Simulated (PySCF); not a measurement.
F$_{3}$Sb, charge -1, doublet, at a GFN2-xTB geometry (a state made from the parent by changing its charge; the spin is typed, not shown lowest) (core potentials on Sb); R2SCAN/def2-SVP (PySCF).

The PySCF input:
```python
from pyscf import gto, scf, dft

mol = gto.M(
    atom='''
Sb   -0.00000000    0.00000000   -0.00000000
F    -1.82197236   -1.35064072    0.02306782
F    -0.25882159    2.25321074   -0.01996208
F     2.08079395   -0.90257002   -0.00310574
''',
    basis='def2-svp',
    ecp={'Sb': 'def2-svp'},
    charge=-1,
    spin=1,
    verbose=3,
)

mf = dft.UKS(mol)
mf.xc = 'r2scan'
mf.kernel()
mf.analyze()
```

It wrote (shortened):

```
converged SCF energy = -539.566263895944  <S^2> = 0.75322375  2S+1 = 2.0032212
**** MO energy ****
                             alpha | beta                alpha | beta
MO #1   energy= -24.204279183271   | -24.2024920451946  occ= 1 | 1
MO #2   energy= -24.2042608515633  | -24.2024721476324  occ= 1 | 1
MO #3   energy= -24.2042197590041  | -24.202431926147   occ= 1 | 1
MO #4   energy= -5.50744150994625  | -5.50563350662869  occ= 1 | 1
MO #5   energy= -3.73443654759987  | -3.73388301485232  occ= 1 | 1
MO #6   energy= -3.73443577031872  | -3.73388230500078  occ= 1 | 1
MO #7   energy= -3.72771863220358  | -3.72415449756614  occ= 1 | 1
MO #8   energy= -1.09481289259381  | -1.09423565076145  occ= 1 | 1
MO #9   energy= -1.09481261401887  | -1.09423556095295  occ= 1 | 1
MO #10  energy= -1.09051357132102  | -1.08617131882983  occ= 1 | 1
MO #11  energy= -1.09051312172063  | -1.0861702991534   occ= 1 | 1
MO #12  energy= -1.08921754192189  | -1.08354722774425  occ= 1 | 1
MO #13  energy= -0.797139654135001 | -0.79385339101061  occ= 1 | 1
MO #14  energy= -0.794356056747219 | -0.791291055422177 occ= 1 | 1
MO #15  energy= -0.794347961782977 | -0.79128329844516  occ= 1 | 1
MO #16  energy= -0.326290540119633 | -0.300720490230812 occ= 1 | 1
MO #17  energy= -0.142400009397589 | -0.140325888928762 occ= 1 | 1
MO #18  energy= -0.142389967952773 | -0.140320643742076 occ= 1 | 1
MO #19  energy= -0.112958327806563 | -0.0959806496765275 occ= 1 | 1
MO #20  energy= -0.0912887257277976 | -0.090122635506094 occ= 1 | 1
MO #21  energy= -0.0912848251166887 | -0.0901200220965762 occ= 1 | 1
MO #22  energy= -0.0895986591495689 | -0.0834051537262434 occ= 1 | 1
MO #23  energy= -0.0895903348853341 | -0.0810965760538633 occ= 1 | 1
MO #24  energy= -0.0846038497396295 | -0.0810862542828751 occ= 1 | 1
MO #25  energy= -0.056199096130122 | -0.048130270269791 occ= 1 | 1
MO #26  energy= -0.000348997814683116 | 0.0545681312589217 occ= 1 | 0
MO #27  energy= 0.116330691338066  | 0.12939128015696   occ= 0 | 0
MO #28  energy= 0.116335776614442  | 0.129400952478738  occ= 0 | 0
MO #29  energy= 0.348958015906458  | 0.376099175913268  occ= 0 | 0
MO #30  energy= 0.444085196489723  | 0.477169622092684  occ= 0 | 0
MO #31  energy= 0.474390987753565  | 0.479311188993811  occ= 0 | 0
MO #32  energy= 0.474403330782214  | 0.479343955413622  occ= 0 | 0
MO #33  energy= 0.503313682780771  | 0.54333091316948   occ= 0 | 0
MO #34  energy= 0.503316185350929  | 0.543333890703846  occ= 0 | 0

WARN: System has nonzero charge -1; the dipole moment is origin-dependent.
Location of origin: [0. 0. 0.]

Dipole moment(X, Y, Z, Debye):  0.00001, -0.00004, -0.00005
```
